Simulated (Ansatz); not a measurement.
A made-up structure of AlBH4Se, closed shell:

```
atom    x (Å)    y (Å)    z (Å)
 Al1  -1.0339   0.4324  -0.6115
  B2   0.3681   0.2437   0.9707
 Se3   1.8294  -0.9467   0.7350
  H4  -0.7785  -0.4841  -1.8937
  H5   2.8151  -1.2944   1.8248
  H6   0.4047   0.7842   2.0366
  H7   1.5038  -1.4337  -0.6186
```

It is relaxed with PBE-D4/def2-SVP and then PBE0-D4/def2-TZVP (Ansatz 0.2.0). Atoms count as bonded within 1.22 times the sum of their covalent radii (H–H: 0.88 Å). The end point is not checked to be a true minimum.

**Question.** Does its bonding change? (Judge from chemistry; the calculation decides.)

**Answer.** The calculation gives: No: no bond forms or breaks.

Where it ends: The first stage lowers the energy by 1.66 eV in 20 steps. It ends as AlBH₄Se ([AlH][BH][SeH2]):
```csv
atom,x (Å),y (Å),z (Å)
Al1,-0.8572,-0.1878,-0.5117
B2,0.4714,0.3547,0.8103
Se3,2.2048,-0.5598,0.9724
H4,-1.5802,-0.1952,-1.9271
H5,2.1549,-1.9196,1.6574
H6,0.3255,1.0696,1.7563
H7,2.3895,-1.2605,-0.3142
```

Labels in which every atom is bracketed show which atoms are joined, not bond orders.

For scale, one of the runs: PBE0-D4/def2-TZVP relaxation, 140 basis functions, launched by `ansatz run in.yaml --threads 2 --pin off --events-out ev --progress --plain --max-ram 4352MiB`. Hardware: 2 CPU threads of an Arm Neoverse V2, shared host. Wall time about 42 s.
